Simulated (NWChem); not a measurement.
## H3Ge (+1) in NWChem

```xyz
4

Ge     0.0000     0.0000     0.0000
H      0.0000     0.0000     1.5261
H      1.3217     0.0000    -0.7630
H     -1.3217     0.0000    -0.7630
```
Charge +1, spin multiplicity 1.

Program: NWChem. Structure: optimised with PBE0/def2-SVP, a minimum by its harmonic frequencies.

Symmetry labels belong to the abelian group C2v used in the runs, with the axes of the coordinates shown; states degenerate in a higher group split over its labels.

The Hamiltonian is non-relativistic. The spin multiplicity of the parent species was assumed, not shown to be that of its ground state. The structure started from a generated list of species.

List the lowest 3 singlet excitations that CIS/def2-SVPD gives, with oscillator strengths.


```csv
state,symmetry,energy (eV),wavelength (nm),f
1,b2,6.34,196,0.000
2,a2,6.34,196,0.000
3,b1,11.36,109,0.000
```
